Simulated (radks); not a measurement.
Results of a calculation; reference values are marked as such.
Ionisation of F, [He] 2s2 2p5, to F+, [He] 2s2 2p4, under several functionals. Scalar-relativistic Kohn-Sham, spin-polarised, spherical densities, point nucleus; open shells are filled with parallel spins first; a radial shooting solver on a logarithmic mesh with Libxc functionals.

| functional | E(F) (hartree) | Exc (hartree) | IE (eV) | -e(HOMO) (eV) | <r> HOMO (bohr) | IE error (eV) |
|---|---|---|---|---|---|---|
| LDA (Slater exchange, Perdew-Zunger correlation) | -99.20078 | -9.64348 | 18.102 | 10.468 | 1.126 | +0.679 |
| BLYP | -99.85198 | -10.32663 | 17.851 | 10.231 | 1.130 | +0.428 |
| exchange-only B88 | -99.52649 | -9.98832 | 16.635 | 9.173 | 1.139 | -0.788 |
| PBEsol | -99.46304 | -9.92132 | 17.742 | 10.157 | 1.127 | +0.319 |
| B86b exchange with PBE correlation | -99.83142 | -10.30834 | 17.883 | 10.263 | 1.125 | +0.460 |

NIST Atomic Spectra Database: 17.423 eV (measured). Closest: PBEsol. The Delta-SCF values span 1.47 eV, the total energies 0.65 hartree. The highest occupied level is 2p. Open shells are spherical and high-spin; term and fine-structure splittings are not resolved.
